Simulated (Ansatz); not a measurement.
`BC(C)(C)C` + `O/C=C/[SiH3]` → `B[SiH2]/C=C/O` + `CC(C)C`  (formal exchange of groups at a B–C bond)

Isolated molecules relaxed with PBE0-D4/def2-TZVP in Ansatz; ΔE leaves out vibrations. CCSD(T)/CBS is the MP2 limit (def2-TZVPP, def2-QZVPP) plus CCSD(T) − MP2 in def2-TZVPP, frozen cores. Double bonds are as drawn, so ΔE can hold a change between cis and trans. DFT in def2-TZVPP. Each species was taken in one conformer, which may not be the lowest.

`BC(C)(C)C`:

Z-matrix (Å, degrees):
```
C
C 1 1.551
C 1 1.525 2 109.0
B 1 1.555 2 97.5 3 -119.5
C 1 1.525 2 109.0 3 120.9
H 2 1.094 1 112.4 3 57.9
H 2 1.096 1 108.5 3 -60.7
H 2 1.094 1 112.4 3 -179.3
H 3 1.094 1 111.2 2 -178.9
H 3 1.093 1 111.5 2 -58.7
H 3 1.096 1 110.9 2 61.6
H 4 1.199 1 120.4 2 86.7
H 4 1.199 1 120.4 2 -86.9
H 5 1.093 1 111.2 2 178.8
H 5 1.096 1 110.9 2 -61.7
H 5 1.093 1 111.4 2 58.6
```

`O/C=C/[SiH3]`:

Z-matrix (Å, degrees):
```
Si
C 1 1.844
H 1 1.489 2 111.7
H 1 1.489 2 111.7 3 -119.9
H 1 1.488 2 108.5 3 120.1
C 2 1.334 1 121.6 3 -120.1
H 2 1.090 1 120.0 3 59.9
O 6 1.345 2 127.2 1 180.0
H 6 1.086 2 122.5 1 0.0
H 8 0.964 6 109.2 2 0.0
```

`B[SiH2]/C=C/O`:

Cartesian coordinates in Å:
```
B -0.022 -1.162 -0.143
Si 1.772 -0.388 0.114
C 0.224 0.510 0.602
C -0.812 0.797 -0.241
O -2.034 1.080 0.245
H -0.633 -1.872 0.594
H -0.251 -1.188 -1.320
H 2.509 0.186 -1.036
H 2.627 -0.556 1.310
H -0.045 0.476 1.655
H -0.670 0.964 -1.303
H -2.664 1.152 -0.477
```

`CC(C)C`:

Z-matrix (Å, degrees):
```
C
C 1 1.522
H 1 1.093 2 111.4
H 1 1.093 2 111.4 3 120.6
H 1 1.095 2 110.6 3 -119.7
C 2 1.522 1 111.0 3 -178.3
C 2 1.522 1 111.0 3 57.8
H 2 1.098 1 107.9 3 -60.2
H 6 1.093 2 111.4 1 178.4
H 6 1.095 2 110.6 1 -61.9
H 6 1.093 2 111.4 1 57.8
H 7 1.093 2 111.4 1 -178.3
H 7 1.095 2 110.6 1 62.0
H 7 1.093 2 111.4 1 -57.7
```

```csv
level,ΔE (kJ/mol)
ωB97M-V,21.1
r2SCAN,1.6
PBE0,-0.7
HF/def2-TZVPP,84.8
```

What does CCSD(T)/CBS give? (Estimate.)

Ansatz gave: +25.3 kJ/mol. The listed levels differ from it by -4.2, -23.7, -26.0, 59.5 kJ/mol.

Largest T1 diagnostic among the species: 0.013.

In def2-TZVPP, CCSD(T) changes the Hartree–Fock value by −59.2 kJ/mol (the triples alone add −9.6 kJ/mol) and MP2 by −67.2 kJ/mol. From PBE to PBE0 (25 % exact exchange), in def2-TZVPP and without D4, ΔE moves by +9.8 kJ/mol.
